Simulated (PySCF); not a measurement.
## Working with the constants of H₂

RHF-CCSD(T) constants of H₂, singlet, closed shell (H STO-3G; no relativity (PySCF 2.14); masses 1.0078 and 1.0078 u):

```
ωe              : 5001.8 cm⁻¹
ωexe            : 123.0 cm⁻¹
Be              : 61.948 cm⁻¹
αe              : 2.60 cm⁻¹
D (centrifugal) : 0.0380 cm⁻¹
De to H + H     : 5.56 eV
```

Problem. Give the vibrational terms G(v) and spacings up to v = 5.

Solution. G(v) = ωe(v+½) − ωexe(v+½)².

```csv
v,G(v) (cm⁻¹),G(v) − G(v−1),Bv (cm⁻¹)
0,2470.2,,60.65
1,7226.0,4755.8,58.05
2,11735.8,4509.8,55.45
3,15999.5,4263.8,52.85
4,20017.4,4017.8,50.25
5,23789.2,3771.8,47.65
```

Problem. How well does the Morse estimate ωe²/(4ωexe) reproduce De, and what is D0?

Solution. It gives 6.30 eV, 113 % of the computed De. D0 = De − G(0) = 5.56 − 0.31 = 5.25 eV.

Correlated steps freeze no core orbitals. Where the molecule has an RHF reference, its open-shell atoms are computed with UHF. STO-3G is very small, so such numbers show the basis as much as the molecule.
